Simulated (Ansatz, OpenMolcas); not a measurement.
**Errors in the atomisation enthalpy at 298 K**

10 molecules holding an element from Na to Cl; the atomisation enthalpy at 298 K in kJ/mol, computed less measured. Shapes, held fixed at every level: PBE0-D4/def2-TZVP. Flexible molecules stand in one conformer, not always the lowest. Thermal terms are harmonic and unscaled (PBE0-D4/def2-TZVP); the spin-orbit lowering of the free atoms is taken from their spectra. Programs: Ansatz 0.2.0, OpenMolcas 26.06. A level may come from different programs for different species; with the same settings they agree closely. Measured values: CRC Handbook of Chemistry and Physics, NIST-JANAF tables.

Levels: A = SPW92/def2-TZVPP; B = B3LYP/STO-3G; C = PBE0-D4/def2-TZVPP; D = MP2/def2-TZVPP; E = CCSD/def2-TZVPP.

```
                        molecule  from tabulated heats     A      B    C     D     E
          CS2 (carbon disulfide)                  1154  +275   +139  +28   +32  -112
            SO2 (sulfur dioxide)                  1072  +310   -624  -31   +27  -137
AlClF2 (SMILES [F][Al]([F])[Cl])                  1609  +197    +66  -43   +50   -75
         BCl2F (SMILES FB(Cl)Cl)                  1537  +273   +161  +17   +44   -84
        BCl3 (boron trichloride)                  1337  +245   +145  +34   +40   -84
                H2S2 (SMILES SS)                   974  +183   +171   -2   -40   -66
           SO3 (sulfur trioxide)                  1420  +457  -1141  -21   +49  -178
        SiH2F2 (SMILES F[SiH2]F)                  1836  +198    -22  -70   -11   -85
             CH4S (methanethiol)                  1889  +258   +407   -1   -46   -72
          PH2(PH2) (diphosphine)                  1484  +220   +503  -12  -104   -82
```

Task: Sum up the errors.

Result: 
```tsv
level	kind	mean error	mean absolute error	worst case
SPW92/def2-TZVPP	LDA	+261.6	261.6	SO3
B3LYP/STO-3G	global hybrid	-19.5	337.9	SO3
PBE0-D4/def2-TZVPP	global hybrid	-10.1	25.9	SiH2F2
MP2/def2-TZVPP	perturbation theory	+4.1	44.3	PH2(PH2)
CCSD/def2-TZVPP	coupled cluster or CI	-97.5	97.5	SO3
```

On this set PBE0-D4/def2-TZVPP has the smallest mean absolute error and B3LYP/STO-3G the largest. SPW92/def2-TZVPP is too high in 10 of 10; B3LYP/STO-3G is too high in 7 of 10; PBE0-D4/def2-TZVPP is too low in 7 of 10; CCSD/def2-TZVPP is too low in 10 of 10. The heats of AlClF2, PH2(PH2) come from older tables and can be uncertain by 10 kJ/mol or more. The tabulated values of BCl2F, BCl3, SiH2F2 are in doubt (older tables, estimates, or at odds with other calculations) and kept here. Over the 7 molecules whose values aren't doubted the mean absolute errors are A 271.4; B 435.9; C 19.7; D 49.7; E 103.1. Rows in very small basis sets show the basis more than the method. Correlated wave functions converge slowly with the basis. CCSD also lacks the triples, which bind further. The set is small.
